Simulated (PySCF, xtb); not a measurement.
(2S)-2-fluoro-1-methoxypropane (C₄H₉FO), SMILES COC[C@H](C)F. The values are those of a single conformer.

Harmonic wavenumbers (cm⁻¹) from GFN2-xTB (xtb) at its own minimum, in rising order: 77, 90, 191, 192, 232, 329, 355, 427, 613, 853, 939, 951, 977, 1068, 1115, 1118, 1141, 1159, 1178, 1233, 1299, 1311, 1345, 1393, 1409, 1467, 1468, 1474, 1479, 1491, 2840, 2877, 2891, 2896, 2917, 3033, 3049, 3058, 3069.

Task: What does PBE0-D3(BJ)/def2-SVP (PySCF) give at its own minimum? (Estimate from the structure and the level; the computed values follow.)

Result: 83, 115, 200, 231, 249, 339, 380, 445, 658, 855, 939, 968, 997, 1107, 1159, 1173, 1189, 1212, 1270, 1285, 1358, 1382, 1414, 1421, 1454, 1459, 1462, 1473, 1474, 1505, 2973, 2988, 3028, 3052, 3055, 3073, 3160, 3171, 3189. Paired by order, the mean absolute difference is 51 cm⁻¹ and the zero-point energies are 78.6 and 81.4 kcal/mol.
